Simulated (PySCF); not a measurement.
Ligand exchange on a metal centre used in film growth or etching (Ti Cl-H). All species are isolated molecules in the gas phase.

The dipole moment from two functionals at the same geometries (r2SCAN-D4/def2-SVP), both in PySCF: PBE-D3(BJ)/def2-TZVP and B3LYP-D3(BJ)/def2-TZVP. B3LYP has the VWN-RPA correlation part, as in Gaussian. 

```csv
species,B3LYP-D3(BJ)/def2-TZVP (D)
0 of 4 Cl replaced by H ([Ti(Cl)4]),0.00
1 of 4 Cl replaced by H,0.15
2 of 4 Cl replaced by H ([Ti(Cl)2(H)2]),0.27
3 of 4 Cl replaced by H,0.63
4 of 4 Cl replaced by H ([Ti(H)4]),0.00
```

What does PBE-D3(BJ)/def2-TZVP give for each?


- 0 of 4 Cl replaced by H ([Ti(Cl)4]): 0.00
- 1 of 4 Cl replaced by H: 0.35
- 2 of 4 Cl replaced by H ([Ti(Cl)2(H)2]): 0.03
- 3 of 4 Cl replaced by H: 0.40
- 4 of 4 Cl replaced by H ([Ti(H)4]): 0.00
Over these rows, drawn at random from the members with no instability flagged (it was tested for open shells, ions and some series alone), PBE minus B3LYP-D3(BJ): mean -0.05 D, from -0.24 D to +0.20 D.
